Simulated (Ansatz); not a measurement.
`[OH][AlH][BH][SeH]` + `[SiH3]Cl` → `Cl[SiH2][SeH]` + `[BH2][AlH][OH]`  (formal exchange of groups at the Se–B bond)

Calculated with Ansatz (gas phase, PBE0-D4/def2-TZVP geometries, no zero-point term in ΔE). CCSD(T)/CBS is the MP2 limit (def2-TZVPP, def2-QZVPP) plus CCSD(T) − MP2 in def2-TZVPP, frozen cores. This one scheme is used for every species. Functionals use def2-TZVPP. B3LYP here is the variant with VWN-RPA as its local correlation; programs differ in this. HSE06 is defined as in plane-wave codes. For Se outer-core shells are correlated without core-valence functions, which leaves a few kJ/mol of doubt a bond. Scalar relativity is left out up to krypton. One conformer a species, not always the lowest.

```
             level  ΔE (kcal/mol)  difference from CCSD(T)/CBS
           BLYP-D4           14.0                          0.8
        r2SCAN0-D4           13.2                          0.0
          HSE06-D4           13.5                          0.3
      CAM-B3LYP-D4           12.6                         -0.6
               PBE           15.1                          1.9
            revPBE           14.0                          0.8
              PBE0           13.4                          0.2
             B3LYP           12.8                         -0.4
           r2SCANh           13.8                          0.6
             HSE06           13.5                          0.3
             BHLYP           11.3                         -1.9
     HF/def2-TZVPP            8.1                         -5.1
SCS-MP2/def2-TZVPP           13.0                         -0.2
    MP2/def2-QZVPP           13.2                          0.0
      HF/CBS(def2)            7.8                         -5.4
     MP2/CBS(def2)           12.8                         -0.4
       CCSD(T)/CBS           13.2                            0
```

Largest T1 diagnostic among the species: 0.014.

From r2SCAN to r2SCAN0 (25 % exact exchange), in def2-TZVPP and without D4, ΔE moves by −1.1 kcal/mol. Leaving LDA and LC-ωPBE aside and taking each functional with its dispersion term where it has one, the values, not all of them listed here, spread over 3.9 kcal/mol, from BHLYP-D4 to PBE-D4. LDA lies +2.7 kcal/mol from PBE without D4.
